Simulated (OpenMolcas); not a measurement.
**A ladder of methods for SnSiH5O (SMILES [SiH3][O][SnH2])**

SnSiH5O: 8 atoms, total charge 0, spin state doublet. SMILES: `[SiH3][O][SnH2]`. Geometry: relaxed at PBE0-D4/def2-TZVP. This is one conformer, not always the lowest.

```xyz
8

Si   -0.7379    1.0751   -0.4808
O     0.5869    0.3062    0.0788
Sn    0.9565   -1.3321    1.1080
H    -1.8779    0.1277   -0.6588
H    -0.4246    1.6964   -1.7946
H    -1.1735    2.1423    0.4619
H     2.6654   -1.4891    0.9505
H     0.0974   -2.5837    0.2792
```

Each level gives the energy change with the Sn3–H8 bond stretched from 1.730 to 2.249 Å (eV). The values are calculated.

```csv
level,kind,program,value (eV)
UHF/def2-SVPD (core potential),Hartree–Fock,OpenMolcas,0.92
USVWN5/def2-SVPD (core potential),LDA,OpenMolcas,0.71
U-revPBE/def2-SVPD (core potential),GGA,OpenMolcas,0.65
UBLYP/def2-SVPD (core potential),GGA,OpenMolcas,0.59
U-r2SCAN/def2-SVPD (core potential),meta-GGA,OpenMolcas,0.77
UM06-L/def2-SVPD (core potential),meta-GGA,OpenMolcas,0.70
UBHLYP/def2-SVPD (core potential),global hybrid,OpenMolcas,0.86
UPBE0/def2-SVPD (core potential),global hybrid,OpenMolcas,0.81
```

The first shape isn't each level's own minimum. The values span 0.59 to 0.92 eV. Spin contamination of the reference (⟨S²⟩ at least 0.1 too high) touches UHF/def2-SVPD.
